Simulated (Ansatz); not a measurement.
Start from `[NH2][Ga]([NH2])[SH]` and change one atom or group to get `[NH2][Ga]([SH])[SH]`.

Ansatz, PBE0-D4/def2-TZVP geometries, multiplicity 1. Each molecule was computed in one conformer, which needn't be the lowest.

Scalar relativity is left out up to krypton.

```tsv
property	`[NH2][Ga]([NH2])[SH]`
LUMO energy (PBE/def2-TZVPP) / eV	-0.96
HOMO energy (PBE/def2-TZVPP) / eV	-5.64
HOMO energy (ωB97M-V/def2-TZVPP) / eV	-9.38
LUMO energy (B3LYP/def2-TZVPP) / eV	-0.44
LUMO energy (ωB97M-V/def2-TZVPP) / eV	1.49
ideal-gas entropy at 298 K and 1 bar (rigid rotor, harmonic PBE0-D4/def2-TZVP) / J/(mol·K)	364
```

Problem. Give the same properties after the change, and the shifts. (Estimate.)

Solution. Computed: 
```tsv
property	`[NH2][Ga]([SH])[SH]`	shift
LUMO energy (PBE/def2-TZVPP) / eV	-1.33	-0.37
HOMO energy (PBE/def2-TZVPP) / eV	-6.00	-0.36
HOMO energy (ωB97M-V/def2-TZVPP) / eV	-9.65	-0.27
LUMO energy (B3LYP/def2-TZVPP) / eV	-0.74	-0.30
LUMO energy (ωB97M-V/def2-TZVPP) / eV	1.32	-0.17
ideal-gas entropy at 298 K and 1 bar (rigid rotor, harmonic PBE0-D4/def2-TZVP) / J/(mol·K)	376	12
```

With PBE0 the HOMO falls by 0.28 eV and the LUMO falls by 0.33 eV, so the gap narrows by about 0.05 eV. PBE moves the HOMO by -0.36 eV and ωB97M-V by -0.27 eV. The zero-point energy changes by -41.6 kJ/mol with -3 modes.

B3LYP here is the variant with VWN-RPA as its local correlation; programs differ in this.
